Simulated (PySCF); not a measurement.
Basis-set dependence of population analyses: `Fc1coc([SiH3])c1`

C4H5FOSi.
Cartesian coordinates in Å at the PBE0-D3(BJ)/def2-SVP level; atoms count from 1:
```xyz
12
C4H5FOSi angstrom
F     -2.8423    0.9904    1.0854
C     -1.7935    0.3935    0.5484
C     -1.7896   -0.7998   -0.1138
O     -0.5318   -1.0738   -0.5061
C      0.2836   -0.0624   -0.1036
Si     2.1060   -0.1537   -0.5061
C     -0.4597    0.8808    0.5621
H     -2.5669   -1.5176   -0.3580
H      2.7502    1.0189    0.1531
H      2.3334   -0.0896   -1.9806
H      2.6955   -1.4223    0.0144
H     -0.1049    1.8096    1.0028
```

PBE0 throughout (PySCF), one geometry, spherical d and f functions. Geometry: PBE0-D3(BJ)/def2-SVP; no solvent, vibrations or thermal averaging. The first 7 of 10 kinds of atom are listed.

Mulliken charges (e):

```json
{"basis": "STO-3G", "functions": "44", "F1": "-0.070", "C2": "+0.062", "C3": "-0.036", "O4": "-0.137", "C5": "-0.092", "Si6": "+0.555", "C7": "-0.150"}
{"basis": "6-31G", "functions": "77", "F1": "-0.306", "C2": "+0.224", "C3": "+0.073", "O4": "-0.487", "C5": "-0.005", "Si6": "+0.562", "C7": "-0.220"}
{"basis": "pcSseg-0", "functions": "77", "F1": "-0.356", "C2": "+0.170", "C3": "+0.160", "O4": "-0.621", "C5": "-0.174", "Si6": "+0.629", "C7": "-0.223"}
{"basis": "6-31G*", "functions": "112", "F1": "-0.301", "C2": "+0.318", "C3": "+0.009", "O4": "-0.409", "C5": "+0.100", "Si6": "+0.327", "C7": "-0.270"}
{"basis": "cc-pVDZ", "functions": "127", "F1": "-0.142", "C2": "+0.102", "C3": "+0.087", "O4": "-0.183", "C5": "-0.005", "Si6": "+0.267", "C7": "-0.065"}
{"basis": "def2-SVP", "functions": "127", "F1": "-0.192", "C2": "+0.241", "C3": "+0.055", "O4": "-0.241", "C5": "-0.047", "Si6": "+0.412", "C7": "-0.130"}
{"basis": "aug-cc-pVDZ", "functions": "210", "F1": "-0.562", "C2": "+0.606", "C3": "+0.557", "O4": "-0.461", "C5": "-0.392", "Si6": "-0.690", "C7": "+1.180"}
{"basis": "6-311+G(2d,p)", "functions": "227", "F1": "-0.318", "C2": "+0.067", "C3": "+0.110", "O4": "-0.244", "C5": "+0.106", "Si6": "+0.405", "C7": "-0.237"}
{"basis": "def2-TZVP", "functions": "253", "F1": "-0.188", "C2": "+0.214", "C3": "-0.054", "O4": "-0.187", "C5": "+0.048", "Si6": "+0.178", "C7": "-0.268"}
{"basis": "cc-pVTZ", "functions": "284", "F1": "-0.142", "C2": "+0.191", "C3": "-0.095", "O4": "-0.133", "C5": "+0.008", "Si6": "+0.198", "C7": "-0.236"}
{"basis": "IGLO-III", "functions": "304", "F1": "-0.234", "C2": "+0.231", "C3": "+0.019", "O4": "-0.262", "C5": "-0.067", "Si6": "+0.743", "C7": "-0.162"}
{"basis": "pcSseg-2", "functions": "329", "F1": "-0.257", "C2": "+0.312", "C3": "+0.094", "O4": "-0.319", "C5": "+0.055", "Si6": "+0.560", "C7": "-0.187"}
```

IAO charges (e):

| basis | functions | F1 | C2 | C3 | O4 | C5 | Si6 | C7 |
| --- | --- | --- | --- | --- | --- | --- | --- | --- |
| STO-3G | 44 | -0.084 | +0.084 | -0.096 | -0.091 | -0.173 | +0.646 | -0.224 |
| 6-31G | 77 | -0.233 | +0.207 | -0.056 | -0.207 | -0.103 | +0.463 | -0.232 |
| pcSseg-0 | 77 | -0.219 | +0.196 | -0.048 | -0.204 | -0.115 | +0.455 | -0.232 |
| 6-31G* | 112 | -0.243 | +0.237 | -0.039 | -0.221 | -0.117 | +0.587 | -0.231 |
| cc-pVDZ | 127 | -0.243 | +0.236 | -0.044 | -0.217 | -0.112 | +0.578 | -0.237 |
| def2-SVP | 127 | -0.242 | +0.234 | -0.040 | -0.215 | -0.116 | +0.596 | -0.232 |
| aug-cc-pVDZ | 210 | -0.256 | +0.238 | -0.043 | -0.224 | -0.108 | +0.581 | -0.240 |
| 6-311+G(2d,p) | 227 | -0.257 | +0.238 | -0.041 | -0.225 | -0.118 | +0.614 | -0.238 |
| def2-TZVP | 253 | -0.256 | +0.242 | -0.041 | -0.226 | -0.119 | +0.621 | -0.238 |
| cc-pVTZ | 284 | -0.254 | +0.241 | -0.043 | -0.224 | -0.116 | +0.606 | -0.239 |
| IGLO-III | 304 | -0.257 | +0.240 | -0.042 | -0.226 | -0.118 | +0.620 | -0.239 |
| pcSseg-2 | 329 | -0.257 | +0.242 | -0.041 | -0.226 | -0.118 | +0.619 | -0.239 |

Question: Which scheme is steadiest as the basis changes?

Answer: Largest range over the bases for any column: IAO 0.19 e, Mulliken 1.45 e. IAO charges move least and Mulliken charges most, counted in e. Without the minimal STO-3G basis the ranges are IAO 0.17, Mulliken 1.45 e.

Question: How much do the charges still move between the two largest bases, IGLO-III and pcSseg-2?

Answer: At most, over all atoms: Mulliken 0.182 e, IAO 0.002 e.

Question: What do the same runs give for the total energy, the frontier levels and the dipole moment?

Answer: 
| basis | energy (Eh) | HOMO (eV) | LUMO (eV) | μ (D) |
| --- | --- | --- | --- | --- |
| STO-3G | -611.8159 | -4.07 | 3.36 | 0.82 |
| 6-31G | -619.3140 | -6.87 | -0.22 | 0.76 |
| pcSseg-0 | -618.3486 | -7.18 | -0.53 | 0.88 |
| 6-31G* | -619.4418 | -6.61 | -0.16 | 0.35 |
| cc-pVDZ | -619.4860 | -6.71 | -0.33 | 0.45 |
| def2-SVP | -619.1327 | -6.86 | -0.44 | 0.51 |
| aug-cc-pVDZ | -619.5073 | -6.85 | -0.60 | 0.61 |
| 6-311+G(2d,p) | -619.5745 | -6.88 | -0.63 | 0.58 |
| def2-TZVP | -619.6074 | -6.85 | -0.58 | 0.50 |
| cc-pVTZ | -619.5954 | -6.82 | -0.52 | 0.47 |
| IGLO-III | -619.6111 | -6.86 | -0.61 | 0.56 |
| pcSseg-2 | -619.6117 | -6.89 | -0.61 | 0.60 |

The dipole is fixed by the density alone, so its range of 0.53 D shows that the density itself changes with the basis, not only its division among atoms.
